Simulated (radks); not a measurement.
Ionisation of neutral niobium, [Kr] 4d4 5s1, to [Kr] 4d4 as the strength of local exchange is varied. Method: scalar-relativistic Kohn-Sham, Slater X-alpha exchange (alpha = 2/3 is LDA exchange), no correlation, spin-polarised, spherical densities, point nucleus; open shells are filled with parallel spins first (spin-orbit coupling, left out, can overturn this in heavy ions); computed with a radial shooting solver on a logarithmic mesh with Libxc functionals.

\begin{tabular}{lrrrrr}
alpha & E(Nb) (hartree) & exchange (hartree) & IE (eV) & -e of the level emptied (eV) & <r> of it (bohr) \\ \hline
0.658 & -3810.47918 & -109.39580 & 6.904 & 4.203 (5s) & 3.637 \\
0.667 & -3811.97805 & -110.93588 & 6.956 & 4.251 (5s) & 3.628 \\
0.668 & -3812.14462 & -111.10708 & 6.961 & 4.256 (5s) & 3.627 \\
0.79 & -3832.52177 & -132.10102 & 7.682 & 4.938 (5s) & 3.504 \\
0.853 & -3843.08689 & -143.02621 & 8.068 & 5.311 (5s) & 3.443 \\
0.854 & -3843.25482 & -143.20009 & 8.074 & 5.317 (5s) & 3.442 \\
0.971 & -3862.95320 & -163.64273 & 8.813 & 6.044 (5s) & 3.332 \\
\end{tabular}

NIST Atomic Spectra Database: 6.759 eV (measured). The central value is not met in this range of alpha. Open shells are spherical and high-spin; term and fine-structure splittings are not resolved.
